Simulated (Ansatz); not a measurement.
C₂H₅S (SMILES C[CH-]S), charge -1, singlet, at a GFN2-xTB geometry (a gas-phase anion, which may not be bound at this level); Ansatz (an electronic-structure program) with MP2/cc-pVDZ.

Here is a job for Ansatz.
Ansatz 0.2 input:
```yaml
crystal:
  periodic: [false, false, false]
  atoms:
    - {symbol: C, position_ang: [1.52434303, 0.56093113, 0.31490785]}
    - {symbol: C, position_ang: [0.04453370, 0.87676947, 0.10016236]}
    - {symbol: S, position_ang: [-0.85537500, -0.67174547, -0.23650192]}
    - {symbol: H, position_ang: [-1.44275204, -0.78543274, 0.97497304]}
    - {symbol: H, position_ang: [-0.04239817, 1.42199110, -0.87086914]}
    - {symbol: H, position_ang: [2.05346159, 1.50095317, 0.52444131]}
    - {symbol: H, position_ang: [1.64604989, -0.08913262, 1.18939805]}
    - {symbol: H, position_ang: [2.05837829, 0.07334497, -0.52433387]}
basis:
  gaussian:
    orbitals: cc-pVDZ
total_charge: -1
magnetization: {spin_polarized: false}
correlation: {method: mp2}
```

Predict the main parts of the log of this Ansatz run.


```
Functional definition: HF
673 factors; integrals over basis functions are off by at most 1.1e-3 eV
mean field evaluation 1: about -12953.5099 eV, gradient 1.9e1 eV
mean field evaluation 2: about -12953.6091 eV, gradient 1.9e1 eV
mean field evaluation 4: about -12954.9721 eV, gradient 2.0e0 eV
mean field evaluation 8: about -12954.9935 eV, gradient 2.6e-1 eV
mean field -12954.99430892 eV, -476.0872596424 hartree, gradient 1.4e-6 eV, S^2 0.000000; 0 other end points of the search recorded, 0 dependent functions left out
7 core orbitals not correlated
reference -12954.99430892 eV, -476.0872596424 hartree; 10, 10 occupied and 54, 54 virtual orbitals, 673 factors
second order -11.79849099 eV of doubles, -0.00000000 eV of singles
Total energy: -12966.79279992 eV, -476.5208461891 hartree
```
